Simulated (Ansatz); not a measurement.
Compare A (`C[CH2][Al]([CH3])[CH3]`) with its isomer B (`CC[CH2][AlH][CH3]`).

Gas-phase electronic energies from Ansatz, PBE0-D4/def2-TZVP geometries. CBS: MP2 limit from def2 TZ/QZ plus the TZ coupled-cluster correction, frozen cores. Functionals use def2-TZVPP. B3LYP here is the variant with VWN-RPA as its local correlation; programs differ in this. Each species was taken in one conformer, which may not be the lowest.

A:

Z-matrix (Å, degrees):
```
C
C 1 1.528
H 1 1.094 2 111.7
H 1 1.095 2 112.5 3 -120.4
H 1 1.094 2 111.7 3 119.1
Al 2 1.966 1 116.8 3 -60.3
H 2 1.099 1 110.1 3 177.0
H 2 1.099 1 110.2 3 63.1
C 6 1.959 2 119.6 1 -3.4
C 6 1.959 2 119.4 1 176.3
H 9 1.097 6 110.4 2 -68.6
H 9 1.093 6 113.3 2 171.1
H 9 1.095 6 111.6 2 49.0
H 10 1.097 6 110.0 2 -92.8
H 10 1.094 6 112.8 2 26.1
H 10 1.094 6 112.4 2 148.8
```

B:

```xyz
16

C     0.0678    1.2790    1.3631
C     0.2575   -0.2257    1.4576
C    -0.7841   -0.9959    0.6483
Al   -0.7496   -0.7112   -1.2951
C     0.8067    0.0388   -2.2119
H    -0.9261    1.5705    1.7154
H     0.8047    1.8222    1.9594
H     0.1660    1.6275    0.3284
H     0.2221   -0.5225    2.5128
H     1.2652   -0.4821    1.1109
H    -1.7925   -0.7715    1.0212
H    -0.6684   -2.0784    0.8085
H    -2.0151   -1.1481   -2.1636
H     1.6658    0.1955   -1.5549
H     0.5552    1.0067   -2.6613
H     1.1248   -0.6048   -3.0389
```

Q: Which isomer does CCSD(T)/CBS put lower? Give the gap. (An estimate is asked.)

A: The calculation gave: A, by 9.6 kcal/mol.

Q: Give E(B) − E(A) in kcal/mol with r2SCAN-D4, B3LYP, MP2/def2-TZVPP, CCSD(T)/def2-TZVPP, CCSD(T)/def2-SVP, ωB97M-V, HF/def2-TZVPP. (Best estimate.)

A: The calculation gave: r2SCAN-D4 10.6, B3LYP 10.8, MP2/def2-TZVPP 9.6, CCSD(T)/def2-TZVPP 9.3, CCSD(T)/def2-SVP 6.3, ωB97M-V 9.8, HF/def2-TZVPP 8.6. None reverses the order clearly.

Q: Does the order hold for the free energy at 298.15 K (harmonic terms from PBE0-D4)? (An estimate is asked.)

A: The calculation gave: Yes: G(B) − G(A) = +12.0 kcal/mol, for one conformer each. Modes under 60 cm⁻¹, often nearly free rotors, make the harmonic entropy too high.

Largest T1 diagnostic: 0.009.

Leaving LDA and LC-ωPBE aside and taking each functional with its dispersion term where it has one, the values, not all of them listed here, spread over 2.7 kcal/mol, from B97M-V to r2SCAN-D4. LDA lies −1.9 kcal/mol from PBE without D4. From BLYP to BHLYP (50 % exact exchange), in def2-TZVPP and without D4, E(B) − E(A) moves by −1.5 kcal/mol.
